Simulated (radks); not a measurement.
The numbers below are computed, except where a source is named.
Dipole-allowed excitations along the series with 48 electrons in [Kr] 4d10 5s2. Level of theory: scalar-relativistic Kohn-Sham, LB94 model potential, spin-polarised, spherical densities, finite nucleus; Fermi nuclear charge, rms radius of each element as measured or else 0.836 A^(1/3) + 0.57 fm (a radial shooting solver on a logarithmic mesh with Libxc functionals). Time-dependent linear response with the Hartree and adiabatic LDA kernel, continuum included through the Sternheimer equations, no spin-orbit coupling, so fine structure and intercombination lines are absent. Lines are the poles of the dipole polarisability below minus the highest occupied eigenvalue, found on a grid refined at the orbital gaps; the lowest seven at most are given, and weak or close lines can be missed. The first line takes the name of the lowest orbital gap if no other gap lies below it; otherwise a line is named after a gap within 0.6 % of it, if that gap stands alone.

| species | -e(HOMO) (eV) | lowest orbital gap (eV) | first line (eV) | f | strongest line (eV) | its f | static alpha (bohr^3) |
|---|---|---|---|---|---|---|---|
| Ba8+ | 135.57 | 5s-5p 19.363 | 22.728 (5s-5p) | 1.54 | 117.79 (unassigned) | 6.45 | 2.883 |
| La9+ | 157.32 | 5s-5p 21.199 | 24.783 (5s-5p) | 1.53 | 127.53 (unassigned) | 7.90 | 2.415 |
| Ce10+ | 180.37 | 5s-5p 23.083 | 26.881 (5s-5p) | 1.52 | 135.86 (unassigned) | 7.56 | 2.046 |
